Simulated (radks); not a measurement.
The numbers below are computed, except where a source is named.
The table gives one normalised radial function P(r) = r R(r) of Cl in [Ne] 3s2 3p5 (r in bohr). Code: a radial shooting solver on a logarithmic mesh with Libxc functionals. Model: non-relativistic Kohn-Sham, TPSS, spin-unpolarised, spherical densities, point nucleus; meta-GGA in the generalised Kohn-Sham scheme.

r	P
0.00295	0.0339
0.004262	0.0479
0.006158	0.0670
0.008826	0.0917
0.01275	0.1236
0.01843	0.1611
0.02662	0.1996
0.03816	0.2276
0.05513	0.2267
0.07966	0.1681
0.1151	0.0278
0.165	-0.1791
0.2383	-0.3803
0.3444	-0.4121
0.4976	-0.1415
0.7132	0.3557
1.03	0.7987
1.489	0.8493
2.151	0.5448
3.083	0.2114
4.455	0.0438
6.436	0.0041

Which n and l does it have? It may be an empty orbital.

Answer. n = 3, l = 0: the number of nodes gives n - l - 1 = 2, the rise at small r (about r^(l+1)) gives l, and the extent must fit the shell. The curve is that of 3s. 3s: eigenvalue -20.914 eV, 2 radial nodes at r = 0.122, 0.557 bohr, <r> = 1.54 bohr, 90 % of the charge inside 2.34 bohr.
